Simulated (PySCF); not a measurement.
# Reading the logs of faulty runs: Al2C2H7

These are calculations, not measurements. The program is PySCF 2.14.0, an open-source quantum chemistry code, run on an isolated molecule that a program drew, which may never have been made. The molecule is Al2C2H7 (charge 0, doublet), drawn as the SMILES string `[CH3][Al]([CH3])[AlH]`.

Each row is a Hartree-Fock (HF) and frozen-core CCSD(T) single point in the cc-pV(D+d)Z basis, meant for a local HF minimum. Run 1 is clean. Each other run has one planted mistake out of seven kinds, and not every kind appears here: one electron removed, one electron added, multiplicity raised by two, geometry at a saddle point, minimal basis STO-3G, one bond length entered in bohr, all coordinates scaled. The reference is restricted for singlets and unrestricted otherwise, and also for a bond in bohr. Adding or removing an electron swaps singlet and doublet. Electrons count all cores. HOMO and LUMO are orbital energies over both spins, the gradient is its largest component, and the lowest frequency (negative if imaginary) is given only where the gradient is small. Bond lengths are over the 10 bonds as drawn. T1 is the CCSD diagnostic: over 0.02 (restricted) or 0.045 (unrestricted) a single reference is doubtful.

Geometry of the clean run:
```xyz
11
Al2C2H7, angstrom
C    -1.4468   -0.5229    1.5445
Al   -0.1348    0.7534    0.7970
C     1.2775    0.0337   -0.3847
Al   -0.0469    3.2380    1.6197
H    -0.9406   -1.3820    2.0026
H    -2.1155   -0.0914    2.2953
H    -2.0762   -0.9280    0.7408
H     0.8682   -0.6911   -1.0988
H     2.0233   -0.5073    0.2138
H     1.8150    0.7982   -0.9540
H    -0.7779    4.5133    0.9905
```

```
run  electrons  basis functions  <S^2>  HOMO (eV)  LUMO (eV)  gradient (hartree/bohr)  lowest frequency (cm^-1)  mean bond (Å)  longest bond (Å)      T1  HF (hartree)  CCSD(T) (hartree)                     mistake
  1         45              109  0.787      -7.00       0.61                  1.8e-05                        27         1.4751             2.619  0.0165    -563.62456         -564.10126                    no fault
  2         45               35  0.772      -2.77       7.62                  4.1e-02                         -         1.4751             2.619  0.0103    -556.84909         -557.05794        minimal basis STO-3G
  3         45              109  0.787      -7.10       0.52                  2.8e-02                         -         1.5563             2.763  0.0169    -563.60219         -564.08619      all coordinates scaled
  4         46              109  0.000      -0.31       5.67                  3.6e-02                         -         1.4751             2.619  0.0180    -563.60877         -564.12095          one electron added
  5         45              109  3.756      -6.27      -0.95                  2.5e-02                         -         1.4751             2.619  0.0225    -563.53861         -564.00248  multiplicity raised by two
  6         44              109  0.000     -14.64      -5.63                  4.5e-02                         -         1.4751             2.619  0.0133    -563.39256         -563.86251                           ?
```

**Which mistake was planted in run 6, and what did it cost?**

It counts 44 electrons, one fewer than the clean run, at the same geometry and basis. So the mistake is: one electron removed. Subtracting run 1 and multiplying by 627.51 kcal/mol a hartree, the energy moved by 145.6 kcal/mol in HF and 149.8 kcal/mol in CCSD(T).

